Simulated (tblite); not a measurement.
Compound: C6H14AlN.
Numbering: `[CH2:1]=[C:2]([CH2:3][CH2:4][CH3:5])[AlH:6][NH:7][CH3:8]` (hydrogens: H9, H10 on C1; H11, H12 on C3; H13, H14 on C4; H15, H16, H17 on C5; H18 on Al6; H19 on N7; H20, H21, H22 on C8)

Computed with GFN2-xTB (tblite), gas phase: L-BFGS steps from a force-field or distance-geometry start until the largest atomic force falls under 0.01 eV/Å.

Step 33: E = -651.6255 eV
```
atom  x, y, z in Å  |  force x, y, z in eV/Å
C1     -0.3532   -2.4969   -1.1104    0.044  -0.010   0.011
C2     -0.2703   -1.3536   -0.4323   -0.007  -0.008   0.071
C3     -1.4872   -0.5108   -0.1724    0.014   0.061  -0.075
C4     -1.6217    0.5412   -1.2736   -0.010   0.073  -0.066
C5     -2.7466    1.5311   -0.9982    0.026  -0.015   0.026
Al6     1.6074   -0.8974    0.0342    0.036  -0.067   0.055
N7      2.1363    0.3812    1.1746    0.010  -0.059  -0.081
C8      3.4179    1.0392    1.4289   -0.054  -0.073  -0.091
H9      0.5335   -3.0968   -1.2752    0.093   0.031  -0.090
H10    -1.2690   -2.8984   -1.5200   -0.094  -0.051   0.053
H11    -1.3812   -0.0040    0.7922   -0.043  -0.004  -0.010
H12    -2.3867   -1.1295   -0.1499   -0.058  -0.008   0.046
H13    -1.8009    0.0409   -2.2278   -0.009  -0.029   0.005
H14    -0.6697    1.0749   -1.3647    0.038   0.032   0.035
H15    -2.8383    2.2461   -1.8131   -0.023  -0.031  -0.006
H16    -2.5504    2.0846   -0.0832   -0.009   0.004   0.039
H17    -3.6921    1.0037   -0.8840    0.001   0.041  -0.027
H18     2.6212   -1.8373   -0.6517    0.064   0.045   0.006
H19     1.4630    0.6790    1.8751   -0.070   0.021   0.087
H20     3.3013    2.1194    1.5276   -0.048   0.104  -0.019
H21     3.9000    0.6630    2.3341    0.002  -0.026   0.087
H22     4.0765    0.8403    0.5879    0.097  -0.032  -0.057
```

Step 34: E = -651.6277 eV
```
atom  x, y, z in Å  |  force x, y, z in eV/Å
C1     -0.3528   -2.4979   -1.1103    0.030  -0.005   0.013
C2     -0.2708   -1.3550   -0.4311   -0.010  -0.003   0.058
C3     -1.4883   -0.5110   -0.1736    0.006   0.047  -0.054
C4     -1.6219    0.5424   -1.2746   -0.002   0.047  -0.040
C5     -2.7468    1.5321   -0.9979    0.028  -0.015   0.015
Al6     1.6089   -0.9010    0.0370    0.022  -0.066   0.031
N7      2.1372    0.3796    1.1755    0.002  -0.036  -0.038
C8      3.4187    1.0394    1.4288   -0.034  -0.046  -0.061
H9      0.5357   -3.0958   -1.2763    0.071   0.032  -0.085
H10    -1.2699   -2.8999   -1.5193   -0.057  -0.041   0.058
H11    -1.3837   -0.0054    0.7922   -0.038  -0.002  -0.022
H12    -2.3891   -1.1298   -0.1498   -0.029   0.009   0.030
H13    -1.8020    0.0410   -2.2285   -0.001  -0.013   0.012
H14    -0.6693    1.0765   -1.3644    0.018   0.017   0.030
H15    -2.8384    2.2462   -1.8138   -0.023  -0.025   0.006
H16    -2.5504    2.0853   -0.0823   -0.012  -0.002   0.023
H17    -3.6927    1.0049   -0.8847    0.006   0.041  -0.022
H18     2.6214   -1.8389   -0.6573    0.054   0.054   0.022
H19     1.4635    0.6795    1.8770   -0.037   0.001   0.047
H20     3.3004    2.1219    1.5254   -0.038   0.036  -0.031
H21     3.9009    0.6668    2.3379   -0.025  -0.007   0.026
H22     4.0791    0.8388    0.5879    0.068  -0.022  -0.017
```

Step 35: E = -651.6308 eV
```
atom  x, y, z in Å  |  force x, y, z in eV/Å
C1     -0.3528   -2.4990   -1.1098    0.010   0.005   0.017
C2     -0.2722   -1.3563   -0.4290   -0.023   0.007   0.035
C3     -1.4916   -0.5111   -0.1750   -0.005   0.022  -0.022
C4     -1.6224    0.5449   -1.2766    0.014  -0.005   0.005
C5     -2.7475    1.5343   -0.9978    0.040  -0.019   0.000
Al6     1.6126   -0.9083    0.0407   -0.026  -0.062  -0.011
N7      2.1395    0.3730    1.1784   -0.006   0.012   0.018
C8      3.4198    1.0381    1.4274   -0.020   0.004  -0.007
H9      0.5411   -3.0891   -1.2805    0.033   0.020  -0.075
H10    -1.2718   -2.9054   -1.5151    0.009  -0.016   0.066
H11    -1.3899   -0.0069    0.7926   -0.029   0.003  -0.043
H12    -2.3953   -1.1294   -0.1490    0.029   0.037   0.000
H13    -1.8033    0.0425   -2.2305    0.016   0.010   0.027
H14    -0.6673    1.0776   -1.3616   -0.026  -0.003   0.015
H15    -2.8395    2.2478   -1.8149   -0.018  -0.023   0.032
H16    -2.5488    2.0853   -0.0806   -0.031  -0.006  -0.007
H17    -3.6937    1.0064   -0.8865    0.021   0.049  -0.012
H18     2.6263   -1.8391   -0.6649    0.037   0.058   0.039
H19     1.4661    0.6793    1.8803    0.008  -0.035  -0.014
H20     3.2966    2.1233    1.5161   -0.028  -0.036  -0.038
H21     3.8986    0.6751    2.3454   -0.038   0.014  -0.056
H22     4.0853    0.8368    0.5889    0.030  -0.035   0.030
```

**Question.** Estimate the geometry and energy of step 36. (The exact step hangs on the optimiser's Hessian estimate; all steps are aligned on step 35, rigid shifts and turns removed.)

**Answer.** E = -651.6326 eV, largest force 0.086 eV/Å
```
atom  x, y, z in Å  |  force x, y, z in eV/Å
C1     -0.3525   -2.4983   -1.1085    0.006   0.003   0.014
C2     -0.2737   -1.3555   -0.4269   -0.026   0.007   0.015
C3     -1.4947   -0.5106   -0.1755   -0.006  -0.001   0.000
C4     -1.6228    0.5461   -1.2773    0.022  -0.029   0.027
C5     -2.7476    1.5354   -0.9981    0.040  -0.016  -0.003
Al6     1.6146   -0.9120    0.0403   -0.059  -0.050  -0.017
N7      2.1422    0.3674    1.1788   -0.037   0.030   0.045
C8      3.4199    1.0369    1.4257   -0.001   0.030   0.007
H9      0.5452   -3.0828   -1.2830    0.009   0.015  -0.066
H10    -1.2720   -2.9088   -1.5110    0.041  -0.002   0.069
H11    -1.3959   -0.0073    0.7930   -0.023   0.009  -0.049
H12    -2.3991   -1.1292   -0.1495    0.051   0.044  -0.014
H13    -1.8034    0.0439   -2.2314    0.023   0.015   0.027
H14    -0.6657    1.0764   -1.3581   -0.043  -0.001   0.002
H15    -2.8407    2.2493   -1.8149   -0.009  -0.019   0.036
H16    -2.5474    2.0845   -0.0800   -0.041  -0.002  -0.014
H17    -3.6942    1.0078   -0.8881    0.026   0.048  -0.004
H18     2.6306   -1.8368   -0.6674    0.036   0.045   0.033
H19     1.4691    0.6740    1.8828    0.036  -0.054  -0.053
H20     3.2928    2.1228    1.5055   -0.024  -0.044  -0.032
H21     3.8931    0.6820    2.3503   -0.025   0.022  -0.079
H22     4.0918    0.8344    0.5913    0.002  -0.051   0.054
```

The energy changes by -0.0018 eV. The first-order estimate −F·Δx gives -0.0024 eV and the mean of the old and new forces, exact on a quadratic surface, -0.0018 eV. The step makes an angle of 66° with the force vector and moves no atom by more than 0.011 Å.

What follows is the cost of the whole relaxation. The run took 1.1 s of wall time on an Arm Neoverse V2 with one thread, shared host with 96 logical CPUs at a one-minute load of 43.
